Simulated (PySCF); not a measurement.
C2H7InO. Atoms are numbered in the order given.

```xyz
11

In    -0.2835    -0.5400     0.0000
H     -1.1893    -2.0087     0.0000
C     -0.7019     1.6097     0.0000
C      0.5647     2.4673     0.0000
H     -1.3305     1.8164    -0.8818
H     -1.3305     1.8164     0.8818
H      1.1916     2.2765     0.8866
H      1.1916     2.2765    -0.8866
H      0.3266     3.5457     0.0000
O      1.7007    -0.9470     0.0000
H      2.2473    -0.1494     0.0000
```
Charge 0, spin multiplicity 1.

Geometry: B3LYP-D3(BJ)/def2-SVP. The structure was generated by enumeration; whether it is a known compound was not checked. The def2 effective core potentials stand for the cores of In; spin–orbit coupling is left out. One conformer was computed; it need not be the lowest.

Computed with PySCF with C-PCM-PBE0/def2-SVP.

The values are the electrostatic part of the solvation free energy, E(continuum) − E(gas) at the gas-phase geometry, in a cavity of scaled van der Waals radii (PySCF's table); cavitation and dispersion terms are not included. A continuum can't describe solvent molecules that bind to the metal. In vacuum the orbital gap is 6.22 eV. The dipole moment in vacuum is 2.72 D.

### Question
Estimate the values in water (ε = 78.36), acetone (ε = 20.49), N,N-dimethylformamide (ε = 37.22). (An estimate is asked for; the answer gives what the named calculation found.)

### Answer

```
solvent                    ε  ΔG(elec) (kcal/mol)  dipole (D)  gap (eV)
---------------------  -----  -------------------  ----------  --------
water                  78.36                 -7.5        3.40      6.44
acetone                20.49                 -7.1        3.37      6.43
N,N-dimethylformamide  37.22                 -7.3        3.39      6.43
```
